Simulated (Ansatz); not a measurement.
Relaxation of Ge3H8 (11 atoms, charge 0, multiplicity 1), to a largest force component of 0.02 eV/Å in at most 40 steps.

All numbers below come from RKS BHLYP/def2-mTZVP (Ansatz).

```xyz
11
Properties=species:S:1:pos:R:3
Ge 0.000 0.000 0.000
Ge 0.000 0.000 2.400
H -1.396 -0.432 2.917
H 1.072 -0.993 2.917
H 0.324 1.425 2.917
H 1.462 0.000 -0.516
Ge -1.130 1.958 -0.799
H -2.600 1.604 -1.141
H -1.105 3.054 0.297
H -0.418 2.484 -2.071
H -0.730 -1.265 -0.516
```

Task: Where does it end, and by what steps?

Result: It converged. The force dipped under the threshold on the way, but the program's further checks kept it going. After 13 steps the energy has fallen by 0.079 eV; H10 moved furthest, 0.74 Å.

```json
{"step": "0", "energy less start (eV)": "0.0000", "largest force component (eV/Å)": "0.476", "accepted": "yes"}
{"step": "1", "energy less start (eV)": "-0.0330", "largest force component (eV/Å)": "0.178", "accepted": "yes"}
{"step": "2", "energy less start (eV)": "-0.0531", "largest force component (eV/Å)": "0.062", "accepted": "yes"}
{"step": "3", "energy less start (eV)": "-0.0610", "largest force component (eV/Å)": "0.011", "accepted": "yes"}
{"step": "4", "energy less start (eV)": "-0.0669", "largest force component (eV/Å)": "0.174", "accepted": "yes"}
{"step": "5", "energy less start (eV)": "-0.0698", "largest force component (eV/Å)": "0.089", "accepted": "yes"}
{"step": "6", "energy less start (eV)": "-0.0738", "largest force component (eV/Å)": "0.007", "accepted": "yes"}
{"step": "7", "energy less start (eV)": "-0.0754", "largest force component (eV/Å)": "0.179", "accepted": "yes"}
{"step": "8", "energy less start (eV)": "-0.0747", "largest force component (eV/Å)": "0.117", "accepted": "no"}
{"step": "9", "energy less start (eV)": "-0.0779", "largest force component (eV/Å)": "0.048", "accepted": "yes"}
{"step": "10", "energy less start (eV)": "-0.0786", "largest force component (eV/Å)": "0.003", "accepted": "yes"}
{"step": "11", "energy less start (eV)": "-0.0788", "largest force component (eV/Å)": "0.050", "accepted": "yes"}
{"step": "12", "energy less start (eV)": "-0.0790", "largest force component (eV/Å)": "0.021", "accepted": "yes"}
{"step": "13", "energy less start (eV)": "-0.0792", "largest force component (eV/Å)": "0.001", "accepted": "yes"}
```

```xyz
11
Properties=species:S:1:pos:R:3
Ge 0.147 0.128 0.028
Ge -0.065 -0.100 2.439
H -1.533 -0.302 2.826
H 0.742 -1.299 2.944
H 0.448 1.163 3.137
H 1.623 0.353 -0.328
Ge -1.178 1.965 -0.857
H -2.665 1.724 -0.582
H -0.771 3.282 -0.190
H -0.976 2.101 -2.369
H -0.293 -1.179 -0.644
```

The run took 46 s on 4 threads of Arm Neoverse V1, with other jobs on the host, peak memory 0.42 GiB.
